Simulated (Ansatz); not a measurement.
Reaction (formal loss of a carbene): `C[Si@H]1C[C@H]1F` → `FC1C[SiH2]1` + `[CH2]` (triplet)

Computed with Ansatz on PBE0-D4/def2-TZVP structures; ΔE is electronic, products minus reactants. CBS: MP2 limit from def2 TZ/QZ plus the TZ coupled-cluster correction, frozen cores. This one scheme is used for every species. Functionals use def2-TZVPP. B3LYP here is the variant with VWN-RPA as its local correlation; programs differ in this. Triplets are unrestricted, without spin–orbit coupling.

```csv
level,ΔE (kJ/mol)
B3LYP-D4,473.4
SCS-MP2/def2-TZVPP,482.0
HF/def2-QZVPP,331.2
MP2/def2-QZVPP,491.3
```

Problem. What does CCSD(T)/CBS give? (An estimate is asked.)

Solution. Ansatz gave: +481.3 kJ/mol. The listed levels differ from it by -7.9, 0.7, -150.1, 10.0 kJ/mol.

Largest T1 diagnostic among the species: 0.012.

The D4 term adds +10.4 kJ/mol with B3LYP and +5.7 kJ/mol with PBE0; it sums over pairs of atoms, weighted by their polarisabilities, and B3LYP, whose exchange is more repulsive, gets the larger term. In def2-TZVPP, CCSD(T) changes the Hartree–Fock value by +137.7 kJ/mol (the triples alone add +11.2 kJ/mol) and MP2 by +153.0 kJ/mol.
